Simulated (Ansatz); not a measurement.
```yaml
crystal:
  periodic: [true, true, true]
  atoms:
    - {symbol: C, position_ang: [-0.863175, 0.362386, -0.481912]}
    - {symbol: C, position_ang: [0.347254, 1.161667, 0.063492]}
    - {symbol: Si, position_ang: [0.919651, -0.484940, 0.800604]}
    - {symbol: C, position_ang: [-0.388924, -1.093276, -0.428264]}
    - {symbol: H, position_ang: [-1.296629, 0.748030, -1.379765]}
    - {symbol: H, position_ang: [-1.638595, 0.548293, 0.357883]}
    - {symbol: H, position_ang: [0.999037, 1.350623, -0.832883]}
    - {symbol: H, position_ang: [0.211684, 2.035580, 0.640520]}
    - {symbol: H, position_ang: [2.325427, -0.977899, 0.644640]}
    - {symbol: H, position_ang: [0.528162, -0.622097, 2.181499]}
    - {symbol: H, position_ang: [0.034572, -1.362475, -1.345147]}
    - {symbol: H, position_ang: [-1.126608, -1.839062, -0.116021]}
basis:
  gaussian: {orbitals: "6-31G*"}
hamiltonian: {xc: {name: r2SCAN}, dispersion: d4}
output: {forces: true}
```

```sh
$ ansatz run in.yaml --threads 2 --pin off --events-out ev --progress --plain --max-ram 4352MiB
```

It prints (some lines left out):

```
Error: YAML parse error: error: line 2 column 3: crystal: missing field `lattice` (a structure is typed as `lattice` and `atoms`, a molecule's as `atoms` in Å alone, or read from a run's directory, `checkpoint`)
 --> <input>:2:3
1 | crystal:
2 |   periodic: [true, true, true]
3 |   atoms:
4 |     - {symbol: C, position_ang: [-0.863175, 0.362386, -0.481912]}
```

Problem. Something in this input is off. What?

Solution. The molecule is marked periodic without a cell. The input was rejected before any iteration.
